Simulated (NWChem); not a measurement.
SiH3Cl; SMILES [SiH3]Cl

Results from NWChem. The geometry was optimised at PBE0/def2-SVP. Level: PBE0/def2-SVP with SMD (1 M gas to 1 M solution), gas-phase geometry. Reactions with the solvent are ignored.

Question: Estimate the computed values for solvent water. Quantities: solvation free energy (kcal/mol); cavity-dispersion-structure term (kcal/mol); dipole in solution (D).

Answer: 
```yaml
solvation free energy (kcal/mol): 1.0
cavity-dispersion-structure term (kcal/mol): 2.0
dipole in solution (D): 1.74
```
